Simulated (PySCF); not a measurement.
Spectrum to structure. Level of theory: PySCF, TDDFT PBE0/def2-SVPD, vertical, gas phase, core orbitals frozen in the response. Geometries: GFN2-xTB, one conformer each.

| state | ν̃ (cm⁻¹) | f | main configurations (H = HOMO, L = LUMO) |
| --- | --- | --- | --- |
| S1 | 34530 | 0.0013 | H→L (93%) |
| S2 | 50570 | 0.047 | H-1→L (90%) |
| S3 | 53380 | 0.020 | H→L+1 (94%) |
| S4 | 57080 | 0.013 | H→L+3 (54%), H-2→L (19%) |
| S5 | 57710 | 0.0028 | H-2→L (69%), H→L+3 (21%) |
| S6 | 58740 | 0.013 | H→L+2 (78%) |
| S7 | 60370 | 0.0006 | H-3→L (94%) |
| S8 | 61020 | 0.0076 | H-4→L (57%), H-1→L+3 (17%) |

Problem. Which structure fits? All have the formula C5H9NOSi.
A. `CC[C@]([SiH3])(C#N)C=O`
B. `N#C[C@@H]1CC[C@@H]1[SiH2]O`
C. `C#CC(=O)NCC[SiH3]`

Solution. A. Its S1, at 4.28 eV, is the lowest among the candidates; the nearest of the others has S1 at 4.94 eV. S1 is HOMO→LUMO (93%). S1 has the pattern of n→π* at C=O. At the same level the other candidates give, for their lowest levels:
- `N#C[C@@H]1CC[C@@H]1[SiH2]O`: 6.98 eV (f 0.003); 7.07 eV (f 0.003); 7.27 eV (f 0.007); 7.52 eV (f 0.001); 7.69 eV (f 0.007); T1 6.28 eV; HOMO -8.13, LUMO 0.06 eV
- `C#CC(=O)NCC[SiH3]`: 4.94 eV (f 0.001); 5.89 eV (f 0.043); 5.98 eV (f 0.104); 6.29 eV (f 0.037); 6.83 eV (f 0.002); T1 4.43 eV; HOMO -7.73, LUMO -1.02 eV

Shape of the structure used: `[CH3:1][CH2:2][C@:3]([SiH3:4])([C:5]#[N:6])[CH:7]=[O:8]`: C1–C2–C3–Si4 177°, C2–C3–C7–O8 -27°.
Triplets come from the Tamm–Dancoff approximation.
